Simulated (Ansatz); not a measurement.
Species: sum formula YOCl, charge 1, multiplicity 2. The spin state was set by rule; other spins were not relaxed. 
Coordinates optimised at B3LYP-D3(BJ)/def2-TZVP (Ansatz, a first-principles code):
```xyz
3

Y      0.5210     0.2508    -0.1979
O     -0.7525     1.5129    -1.0737
Cl    -0.8412    -1.2874     0.9593
```
Charge +1, spin multiplicity 2.

Give the harmonic wavenumbers at B3LYP-D3(BJ)/def2-TZVP (Ansatz, finite differences of forces, unscaled).

94, 413, 611 cm⁻¹. Zero-point energy 1.6 kcal/mol.

From these and the geometry, give the ideal-gas thermochemistry at 298.15 K and 1 atm (rigid rotor, harmonic oscillator).

Point group Cs, rotational symmetry number 1. Rotational constants 11.58, 2.973, 2.366 GHz. S(trans) 40.73, S(rot) 25.78, S(vib) 4.92, S(elec, spin only) 1.38, S 72.8 cal/(mol K). H(298) - H(0) 3.12 kcal/mol; G - E(el) -17.0 kcal/mol.
